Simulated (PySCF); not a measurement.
One molecule, one basis, several functionals.

Compound: HC(Cl)(F)CF2OMe, C₃H₄ClF₃O.
SMILES: `COC(F)(F)[C@H](F)Cl`

Torsions of this conformer, `[CH3:1][O:2][C:3]([F:4])([F:5])[C@H:6]([F:7])[Cl:8]`: C1–O2–C3–F4 -57°, O2–C3–C6–F7 -176°.

PySCF, pcSseg-1 basis, density fitting, gas phase, PBE0-D3(BJ)/def2-SVP geometry. One functional is left out:

| functional | exact exchange (%) | HOMO energy (eV) | LUMO energy (eV) | dipole moment (D) |
| --- | --- | --- | --- | --- |
| B97-D | 0 | -7.57 | -0.48 | 2.669 |
| BP86 | 0 | -7.64 | -0.66 | 2.660 |
| LDA | 0 | -7.69 | -0.81 | 2.724 |
| OPBE | 0 | -7.51 | -0.43 | 2.598 |
| B97-2 | 21 | -8.84 | 0.48 | 2.783 |
| PBE0 | 25 | -9.10 | 0.57 | 2.786 |

Problem. Predict the row of mPW1PW91 (25 % exact exchange) by straight lines through the other rows, and check it.

Solution. 
| property | line | computed | computed − line | PBE0 (25 %), for comparison |
| --- | --- | --- | --- | --- |
| HOMO energy (eV) | -9.09 | -9.15 | -0.06 | -9.10 |
| LUMO energy (eV) | 0.62 | 0.54 | -0.08 | 0.57 |
| dipole moment (D) | 2.794 | 2.801 | +0.007 | 2.786 |

Problem. Which of these properties follows the share of exact exchange most closely, and which least?

Solution. Most closely the HOMO energy, least the dipole moment; the correlations over the tabulated rows are HOMO energy -0.996, LUMO energy 0.972, dipole moment 0.840. The HOMO energy moves by -0.595 eV for every 10 %. Functionals with the same share still differ in their other parts: at 0 % LDA and OPBE differ by 0.18 eV in it.
